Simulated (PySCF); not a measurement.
## Unknown compound

An unknown has the formula C8H10O. Its calculated NMR data are:

1H NMR (600 MHz, computed): δ 6.91 (s, 1H), 4.06 (m, 2H), 2.16 (m, 2H), 2.15 (s, 3H), 1.69 (m, 2H).

13C{1H} NMR (computed): δ 158.6 (CH), 101.1 (C), 92.8 (C), 84.8 (C), 67.9 (CH2), 29.4 (CH2), 25.5 (CH2), 5.8 (CH3).

- geometry: GFN2-xTB
- NMR shieldings at PBE0/pcSseg-1/GIAO
- code: PySCF 2.14.0 with density-fitted response routines
- fast rotation and ring inversion assumed for equivalent nuclei, single conformer, no solvent model, no relativistic terms

Referencing at the same level of theory: 1H (31.72 ppm), 13C (186.93 ppm) against TMS.

Question: Deduce the structure.

Answer: 
- Rings plus π bonds: 4 (1 ring in the answer).
- 8 carbon signals for 8 carbons: no two carbons are equivalent.
- Carbon types of the structure: 3 × C, 1 × CH, 3 × CH2, 1 × CH3, which accounts for all hydrogens.
- δC 158.6: alkene carbon bearing oxygen; an sp2 carbon further deshielded by the attached heteroatom.
- δC 101.1: β carbon of an enol-ether or enamine type C=C; the O or N lone pair pushes π density onto this β carbon and shields it.
- δC 92.8, 84.8: alkyne carbon; the triple bond shields along its axis, which puts it between sp3 and sp2 carbons.
- δC 67.9: sp3 CH2 bonded to O; deshielded by the electronegative neighbour.
- δC 25.5: sp3 CH2 in a ring; a saturated carbon with 2 carbon neighbours and no heteroatom attached.
- δH 6.91: hydrogen on an alkene carbon bearing oxygen; olefinic region.
- δH 4.06: hydrogen on an sp3 CH2 bonded to O; its carbon carries O, an electronegative neighbour.

These data were computed for SMILES CC#CC1=COCCC1.

This is the structure that produced the data.

Shifts are as computed. Against solution values, carbons near 30 ppm lie about +3 ppm off and those near 130 ppm about +5 ppm. Of 1211 compounds with measured shifts, 218 miss one by over three times the rms of a fit or turn the order of signals round; such compounds aren't used in these exercises. No couplings were computed; multiplicities are counted from neighbouring protons, with m where these are inequivalent, close in shift, in a saturated or five-membered ring or joined by F or P, and br s for small geminal =CH2 splittings.
